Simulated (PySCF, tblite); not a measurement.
Compound: C5H9BOSi.
SMILES: `B/C=C1/C=C[Si@H]1OC`

Jobs on this species (17 atoms, 66 electrons) with PySCF (density fitting) and tblite. Hardware of each: one thread of an AMD EPYC 7B13, no GPU, on a shared host. Times come from a shared host and carry two figures at best.

```csv
level and settings,work,basis functions,SCF cycles,wall time
PBE0/pcSseg-1,"shieldings, ring-centre shieldings, charges and field gradients, density and orbital grids written",188,?,?
GFN2-xTB,Hessian by finite differences,–,–,0.71 s
GFN2-xTB,L-BFGS relaxation,–,–,0.81 s
CAM-B3LYP/def2-SVPD,"8 singlets by full TDDFT, 3 Tamm–Dancoff triplets, polarisability",239,?,?
```

Q: Fill in the missing figures.

A: 
- PBE0/pcSseg-1; shieldings, ring-centre shieldings, charges and field gradients, density and orbital grids written: 34 s, 14 SCF cycles
- CAM-B3LYP/def2-SVPD; 8 singlets by full TDDFT, 3 Tamm–Dancoff triplets, polarisability: 51 s, 13 SCF cycles

Q: What do all jobs in the table cost together?

A: About 87 s; the longest takes about 59 % of that, and about 72 times as long as the shortest.
